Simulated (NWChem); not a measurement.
Molecule: H2TeSe2; SMILES [SeH][Te][SeH]

```xyz
5

Te     0.0000     0.0000     0.8777
Se    -2.0321    -0.0313    -0.6739
H     -2.1383     1.4477    -0.8293
Se     2.0321     0.0313    -0.6739
H      2.1383    -1.4477    -0.8293
```
Atoms are numbered in this order, from 1.

Level: PBE-D3(BJ)/def2-SVP with def2 effective core potentials on Te (NWChem), optimised geometry, unscaled harmonic frequencies. This build's default masses of Se (78.918 u) and Br (79.917 u) are each other's, which moves their modes by up to 0.6 %. def2 effective core potentials on Te; no spin-orbit coupling.

Problem. List the harmonic frequencies with IR intensities, and the thermochemistry.

Solution. 
```json
[
 {"frequency (cm⁻¹)": "76", "IR intensity (km/mol)": "0.1"},
 {"frequency (cm⁻¹)": "221", "IR intensity (km/mol)": "15.7"},
 {"frequency (cm⁻¹)": "229", "IR intensity (km/mol)": "0.4"},
 {"frequency (cm⁻¹)": "279", "IR intensity (km/mol)": "8.6"},
 {"frequency (cm⁻¹)": "283", "IR intensity (km/mol)": "4.8"},
 {"frequency (cm⁻¹)": "640", "IR intensity (km/mol)": "10.3"},
 {"frequency (cm⁻¹)": "652", "IR intensity (km/mol)": "2.4"},
 {"frequency (cm⁻¹)": "2324", "IR intensity (km/mol)": "20.8"},
 {"frequency (cm⁻¹)": "2325", "IR intensity (km/mol)": "1.2"}
]
```

```json
{
  "zero_point_energy": "10.0 kcal/mol",
  "thermal correction to the enthalpy at 298.15 K (with zero-point energy)": "14.3 kcal/mol",
  "heat capacity Cv": "16.8 cal/(mol K)",
  "entropy at 298.15 K and 1 atm (symmetry number 2)": "83.0 cal/(mol K)"
}
```

Rigid rotor and harmonic oscillator; modes under 100 cm⁻¹ make the entropy uncertain.
